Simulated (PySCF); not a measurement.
## Xenon: a sound run and one with changed settings

Sound run: Xe [Xe], Xe⁺ [Kr] 4d10 5s2 5p5. All numbers are calculated (PySCF 2.14, a scalar-relativistic core potential, in def2-SVP with the def2 core potential (28 electrons) (6s5p3d2f, 50 functions)). In the sound run the correlated levels freeze 4s2 4p6 4d10 outside the core potential. The sound run starts from symmetry-adapted Hartree-Fock orbitals and uses a fine grid where one is needed.

Changed run: a valence shell is frozen. This setting is unsound on purpose.

```tsv
species	method	sound run (hartree)	changed run (hartree)	converged
Xe	MP2	-328.44335	-328.40370	yes
Xe	CCSD(T)	-328.46336	-328.41347	yes
Xe⁺	MP2	-327.99284	-327.94886	yes
Xe⁺	CCSD(T)	-328.01505	-327.95896	yes
```

Ionisation energy of Xe:

```json
{"method": "UHF", "sound run (eV)": "11.466", "changed run (eV)": "11.466"}
{"method": "MP2", "sound run (eV)": "12.259", "changed run (eV)": "12.377"}
{"method": "SCS-MP2", "sound run (eV)": "12.187", "changed run (eV)": "12.334"}
{"method": "CCSD", "sound run (eV)": "12.163", "changed run (eV)": "12.322"}
{"method": "CCSD(T)", "sound run (eV)": "12.199", "changed run (eV)": "12.368"}
```

Freezing a valence shell removes pair correlation that changes on ionisation.

For comparison, NIST gives 12.130 eV between the lowest levels.
